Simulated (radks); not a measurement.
The rhodium ion Rh7+ is in [Kr] 4d2. All-electron calculation, scalar-relativistic Kohn-Sham, BLYP, spin-polarised, spherical densities, finite nucleus; Fermi nuclear charge, rms radius of each element as measured or else 0.836 A^(1/3) + 0.57 fm. Program: a radial shooting solver on a logarithmic mesh with Libxc functionals. Open shells are filled with parallel spins first. One electron is removed from 4s, 4d, 3d, 4p in turn, with full relaxation. Which removal costs least, and what does each cost?

Answer. 4d 116.17 eV; 4p 165.80 eV; 4s 200.45 eV; 3d 439.55 eV. The 4d electron leaves first.
